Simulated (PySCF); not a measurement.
# Related systems: ionic-liquid cation

All values: TDA CAM-B3LYP/6-31G*, gas phase, PySCF SCF with an in-house response code, fitting set def2-universal-JFIT up to Ne and JKFIT beyond, grid level 1 (kernel 0), vertical, one conformer each, geometries GFN2-xTB; core orbitals frozen in the response, virtual orbitals above 1.5 Eh left out. The lowest 6 singlets were sought, and the brightest is taken among them. The runs took 1 to 2 CPU minutes each on shared server CPUs.

Without diffuse functions Rydberg states are missing, so unbound LUMOs, wide gaps and states within about 2 eV of the ionisation energy come out too high, and electron affinities are rough.

```csv
system,formula,HOMO-LUMO gap / eV,S1 / eV,HOMO / eV,brightest singlet sought / eV,LUMO / eV
Cn1cc[n+](CCC(F)(F)C(F)(F)C(F)(F)C(F)(F)F)c1,[C10H10F9N2]+,9.76,6.88,-13.25,8.93,-3.48
CCCCCCCCCCCC[n+]1ccn(C)c1,[C16H31N2]+,7.67,6.78,-11.03,6.85,-3.36
CCCCCCCCCC[n+]1ccn(C)c1,[C14H27N2]+,7.98,6.68,-11.41,6.82,-3.43
Cn1cc[n+](C[Si](C)(C)O[Si](C)(C)C)c1,[C10H23N2OSi2]+,9.12,6.53,-12.00,7.65,-2.88
```
